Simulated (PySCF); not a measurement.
**Ag+: ionisation energy**

Ag+ [Kr] 4d10 (1S) → Ag(2+) [Kr] 4d9 (2D), as a difference of total energies. Computed with PySCF 2.14 in x2c-TZVPall (8s6p6d1f, 63 functions), with scalar relativity by spin-free X2C-1e. Correlated levels: valence: [Kr] frozen. The calculations carry no spin-orbit coupling.

Question: Order these methods by the ionisation energy they give, lowest first.
A. UHF
B. SCS-MP2 (valence)
C. MP2 (valence)
D. M06-2X

Answer: A (19.765 eV), B (21.145 eV), C (21.316 eV), D (21.673 eV).

The reference lies between the lowest fine-structure levels, while these numbers refer to the centres of the terms.

Errors of the correlated levels include the incompleteness of this basis and the frozen core.

For comparison: 21.484 eV (measured; NIST Atomic Spectra Database, ionization energies).
